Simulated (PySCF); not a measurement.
Heteronuclear NMR

Atoms are numbered as in `[CH3:1][C:2](=[O:3])[O:4][SiH2:5][N:6]([SiH3:7])[SiH3:8]`. Each H is labelled by its parent atom.

[PySCF 2.14.0 with density-fitted response routines: structure optimised with GFN2-xTB; NMR shieldings at PBE0/pcSseg-1/GIAO; single conformer; relativity neglected; averaged over atoms made equivalent by symmetry, fast rotation or ring inversion; no solvent model]

Q: Where does $^{29}$Si resonate?

A: 
| atoms | environment | σ (ppm) | δ (ppm) |
| --- | --- | --- | --- |
| Si5 | silicon bonded to N, O, 2 H | 371.8 | -25.7 |
| Si7/Si8 | silicon bonded to N, 3 H | 398.1 | -47.3 |

Shieldings were converted by a linear fit to measured shifts: $^{29}$Si (scatter 8.9 ppm rms, 25.8 ppm with the 6 outliers that the fit left out vs TMS, solution or neat liquid). A few per cent of atoms miss by over 2 rms, more outside the fitted compound classes.

On a 300 MHz spectrometer $^{29}$Si resonates near 59.6 MHz, so 1 ppm is 59.6 Hz.

Q: Predict the $^{15}$N NMR data.

A: 
```csv
atoms,environment,σ (ppm),δ (ppm)
N6,nitrogen bonded to 3 Si,271.2,-398.0
```

Shieldings were converted by a linear fit to measured shifts: $^{15}$N (scatter 6.3 ppm rms vs CH3NO2, solution or neat liquid). A few per cent of atoms miss by over 2 rms, more outside the fitted compound classes.

On a 600 MHz spectrometer $^{15}$N resonates near 60.8 MHz, so 1 ppm is 60.8 Hz.

Q: Where does $^{17}$O resonate?

A: 
```
atoms             environment  σ (ppm)  δ (ppm)
   O3         carbonyl oxygen   -134.3    389.1
   O4  oxygen bonded to C, Si    127.1    150.9
```

Shieldings were converted by a linear fit to measured shifts: $^{17}$O (scatter 10.7 ppm rms, 12.2 ppm with the 3 outliers that the fit left out vs liquid water, solution or neat liquid). Occasional misses reach two or three times the rms, and more in compound classes unlike the fitted ones.

On a 600 MHz spectrometer $^{17}$O resonates near 81.3 MHz, so 1 ppm is 81.3 Hz.
